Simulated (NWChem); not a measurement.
# BSiH3F2; SMILES FB(F)[SiH3]

Results from NWChem. Coordinates come from a PBE0/def2-SVP optimisation. Ions are spin-unrestricted doublets at the neutral geometry; other ion states weren't tried.

Q: What does the run give for PBE0/def2-SVP? Quantities: vertical ionisation energy, ΔSCF (eV); −ε(HOMO) (eV).

A: The vertical ionisation energy, ΔSCF (eV) is 11.51 and the −ε(HOMO) (eV) is 9.09.
